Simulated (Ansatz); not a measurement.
The same path of ClH3OSn + H2 (8 atoms, charge 0, multiplicity 1) was run twice with different band settings. Lost on the way: H7–H8. Made: Sn1–H7, O2–H8.

Computed with RKS PBE0/def2-SVP in Ansatz 0.2.0.

Relaxed end points:

```xyz
8
Properties=species:S:1:pos:R:3
Sn -0.330 -0.493 -0.360
O 0.046 0.251 1.437
H -0.745 0.360 1.978
H 1.140 -0.341 -1.200
Cl -1.942 0.892 -1.373
H -1.045 -2.041 -0.231
H 1.677 2.682 2.675
H 1.323 2.087 2.351
```

```xyz
8
Properties=species:S:1:pos:R:3
Sn -0.343 0.537 -0.242
O 0.923 0.067 2.145
H 0.418 -0.472 2.765
H 1.133 -0.117 -0.779
Cl -1.514 0.981 -2.275
H -1.387 -0.554 0.556
H -0.245 2.087 0.468
H 1.139 0.867 2.637
```

Common settings: spring 5.0 eV/Å²; optimiser quadratic models (default); start path through a guess of the saddle point; force threshold 0.03 eV/Å; iteration limit 60; end points relaxed.

| run | movable images | climbing image |
| --- | --- | --- |
| 1 | 7 | yes |
| 2 | 6 | no |

What does each run give, and how far can it be trusted?

Run 1: converged after 28 iterations, highest image 1.310 eV above the first end. Neighbouring images differ by up to 1.3 eV, so the band resolves the path poorly. A vibrational analysis at the climbing image gives one clearly imaginary mode, 1349i cm⁻¹: a first-order saddle point.
Run 2: converged after 18 iterations, highest image 0.690 eV above the first end. No image climbed, so the highest image needn't sit at the top of the path. A band with more images between the same ends climbed to 1.31 eV, so this one has probably stepped over the top.
The orbitals stay closed-shell, which can raise the energy where a bond breaks towards radicals; this wasn't checked here.
